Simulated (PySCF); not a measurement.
# Ionisation energy of Ho²⁺ by level of theory

Ho²⁺ [Xe] 4f11 [4f5/2^6 4f7/2^5, M_J = 15/2] → Ho³⁺ [Xe] 4f10 [4f5/2^6 4f7/2^4, M_J = 8], as a difference of total energies. Computed with PySCF 2.14 in x2c-SVPall-2c, with the two-component X2C-1e Hamiltonian. Correlated levels: [Ar] 3d10 frozen; the 16 highest virtual spinors dropped. "Screened" scales the spin-orbit matrix elements by Boettger's factors to mimic the two-electron term; Breit and QED terms are absent.

| method | ionisation energy (eV) |
| --- | --- |
| GHF (spin-free) | 18.528 |
| GMP2 (spin-free) | 22.833 |
| GHF (screened spin-orbit) | 18.313 |
| GMP2 (screened spin-orbit) | 22.625 |

How much does correlation contribute at GMP2 (screened spin-orbit)?

22.625 − (18.313) = 4.312 eV, measured against GHF (screened spin-orbit).

The spin-free rows relax to the high-spin LS determinant and lack the spin-orbit shift.

Errors of the correlated levels include the incompleteness of this basis and the frozen core.

The labels give the starting determinants; with spin-orbit coupling the two ends relaxed to ⟨J²⟩ = 63.76, ⟨L²⟩ = 42.39, ⟨S²⟩ = 3.77 and ⟨J²⟩ = 72.00, ⟨L²⟩ = 42.86, ⟨S²⟩ = 5.87.

For comparison: 22.79 ± 0.03 eV (semi-empirical (NIST evaluation); NIST Atomic Spectra Database, ionization energies).
